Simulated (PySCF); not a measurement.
## A ladder of Hamiltonians for S⁶⁺ (sulfur, charge +6)

Occupied: 1s1/2, 2s1/2, 2p1/2, 2p3/2. Hartree-Fock calculated with PySCF 2.14 in an uncontracted even-tempered set (21 s from 0.18 bohr⁻², ratio 2.3; 14 p from 0.22 bohr⁻², ratio 2.3), Gaussian nucleus throughout. NR is non-relativistic, sf-X2C the spin-free one-electron X2C Hamiltonian, X2C adds the bare one-electron spin-orbit term, X2C-SNSO screens it by Boettger's factors, DC is four-component Dirac-Coulomb, and the Gaunt and Breit terms are added at first order (total energies over the DC spinors, levels after relaxing the spinors in that mean field). QED terms are absent. Levels marked empty are virtual spinors of this ion.

```json
{"Hamiltonian": "NR", "E (hartree)": "-387.5641", "E − E(DC) (hartree)": "1.1050", "CPU seconds": "0.58"}
{"Hamiltonian": "sf-X2C", "E (hartree)": "-388.6346", "E − E(DC) (hartree)": "0.0344", "CPU seconds": "0.34"}
{"Hamiltonian": "X2C", "E (hartree)": "-388.6356", "E − E(DC) (hartree)": "0.0335", "CPU seconds": "0.43"}
{"Hamiltonian": "X2C-SNSO", "E (hartree)": "-388.6353", "E − E(DC) (hartree)": "0.0337", "CPU seconds": "0.43"}
{"Hamiltonian": "DC", "E (hartree)": "-388.6691", "E − E(DC) (hartree)": "0.0000", "CPU seconds": "17"}
{"Hamiltonian": "DC+Gaunt", "E (hartree)": "-388.5763", "E − E(DC) (hartree)": "0.0928", "CPU seconds": "35"}
{"Hamiltonian": "DC+Breit", "E (hartree)": "-388.5829", "E − E(DC) (hartree)": "0.0862", "CPU seconds": "110"}
```

```tsv
level (eV)	NR	sf-X2C	X2C	X2C-SNSO	DC	DC+Gaunt	DC+Breit
1s1/2	-2609.7	-2617.8	-2617.8	-2617.8	-2618.5	-2616.9	-2617.0
2s1/2	-345.10	-346.61	-346.60	-346.61	-346.66	-346.58	-346.58
2p1/2	-282.82	-282.95	-283.99	-283.86	-283.86	-283.71	-283.72
2p3/2	-282.82	-282.95	-282.43	-282.50	-282.52	-282.43	-282.44
3s1/2 (empty)	-87.310	-87.545	-87.545	-87.545	-87.551	-87.538	-87.539
3p1/2 (empty)	-74.307	-74.353	-74.478	-74.463	-74.462	-74.443	-74.446
3p3/2 (empty)	-74.307	-74.353	-74.292	-74.299	-74.302	-74.290	-74.293
```

```csv
interval (eV),X2C,X2C-SNSO,DC,DC+Gaunt,DC+Breit
2p3/2 − 2p1/2,1.559,1.363,1.340,1.281,1.281
3p3/2 − 3p1/2,0.1865,0.1631,0.1601,0.1527,0.1527
```

Weight of the small component: 1s1/2 0.00324, 2s1/2 0.000506, 2p1/2 0.000478, 2p3/2 0.000476, 3s1/2 0.000102, 3p1/2 9.11e-05, 3p3/2 9.08e-05.

Koopmans' value for the highest occupied level at DC+Breit: 282.44 eV, against an ionisation energy of 280.95 eV (measured; NIST Atomic Spectra Database, ionization energies); the former lacks relaxation, correlation, QED and recoil.

The whole ladder took 170 s of wall time on 1 thread of Neoverse-N1 (shared host), launched as `OMP_NUM_THREADS=1 python relrun2.py TASK.json OUT` (a driver that calls PySCF for each Hamiltonian).

Dirac-Coulomb iterations, started from the X2C spinors:

```
with_ssss True, with_gaunt False, with_breit False
light speed = 137.03599967994
init E= -388.598338631159
cycle= 1 E= -388.669068861581  delta_E= -0.0707  |g|= 0.0383  |ddm|= 0.00515
cycle= 2 E= -388.669070897216  delta_E= -2.04e-06  |g|= 0.00109  |ddm|= 0.00068
cycle= 3 E= -388.669070943686  delta_E= -4.65e-08  |g|= 0.000192  |ddm|= 0.00014
cycle= 4 E= -388.669070945222  delta_E= -1.54e-09  |g|= 1.28e-06  |ddm|= 2.06e-05
```
